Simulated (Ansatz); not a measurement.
Calculated with Ansatz (gas phase, PBE0-D4/def2-TZVP geometries, no zero-point term in ΔE). CCSD(T)/CBS adds triple-zeta CCSD(T) − MP2 to the extrapolated MP2 energy (def2 sets, frozen cores). DFT in def2-TZVPP. B3LYP here is the variant with VWN-RPA as its local correlation; programs differ in this. One conformer a species, not always the lowest.

Consider the isomerisation: `F[SiH2]O[SiH](Cl)Cl` → `O[Si@H](Cl)[Si@H](F)Cl`.

`F[SiH2]O[SiH](Cl)Cl`:

Cartesian coordinates in Å:
```
F 2.475 1.220 -0.456
Si 0.969 1.281 0.042
O 0.340 -0.208 -0.149
Si -0.823 -1.318 -0.092
Cl -1.483 -1.521 1.824
Cl -2.384 -0.735 -1.262
H 0.973 1.641 1.474
H 0.243 2.245 -0.808
H -0.310 -2.606 -0.572
```

`O[Si@H](Cl)[Si@H](F)Cl`:

Cartesian coordinates in Å:
```
O -1.383 0.369 1.441
Si -0.923 0.555 -0.117
Cl -2.015 -0.629 -1.392
Si 1.304 -0.155 -0.347
F 1.681 -0.419 -1.872
Cl 1.397 -1.938 0.668
H -1.227 -0.485 1.853
H -1.182 1.970 -0.455
H 2.347 0.731 0.220
```

```json
{"level": "B3LYP-D4", "ΔE (kJ/mol)": "138.0", "difference from CCSD(T)/CBS": "-5.7"}
{"level": "PBE", "ΔE (kJ/mol)": "112.1", "difference from CCSD(T)/CBS": "-31.6"}
{"level": "r2SCAN", "ΔE (kJ/mol)": "135.0", "difference from CCSD(T)/CBS": "-8.7"}
{"level": "PBE0", "ΔE (kJ/mol)": "124.7", "difference from CCSD(T)/CBS": "-19.0"}
{"level": "B3LYP", "ΔE (kJ/mol)": "140.0", "difference from CCSD(T)/CBS": "-3.7"}
{"level": "HF/def2-TZVPP", "ΔE (kJ/mol)": "171.4", "difference from CCSD(T)/CBS": "27.7"}
{"level": "SCS-MP2/def2-TZVPP", "ΔE (kJ/mol)": "155.2", "difference from CCSD(T)/CBS": "11.5"}
{"level": "MP2/def2-QZVPP", "ΔE (kJ/mol)": "152.1", "difference from CCSD(T)/CBS": "8.4"}
{"level": "SCS-MP2/def2-QZVPP", "ΔE (kJ/mol)": "155.0", "difference from CCSD(T)/CBS": "11.3"}
{"level": "CCSD/CBS(def2)", "ΔE (kJ/mol)": "147.9", "difference from CCSD(T)/CBS": "4.2"}
{"level": "CCSD(T)/CBS", "ΔE (kJ/mol)": "143.7", "difference from CCSD(T)/CBS": "0"}
```

Largest T1 diagnostic among the species: 0.011.

From PBE to PBE0 (25 % exact exchange), in def2-TZVPP and without D4, ΔE moves by +12.6 kJ/mol. In def2-TZVPP, CCSD(T) changes the Hartree–Fock value by −25.7 kJ/mol (the triples alone add −4.2 kJ/mol) and MP2 by −19.2 kJ/mol.

CCSD(T)/CBS has its own doubt, a few kJ/mol and more with outer-core shells, so smaller differences from it don't rank the levels.
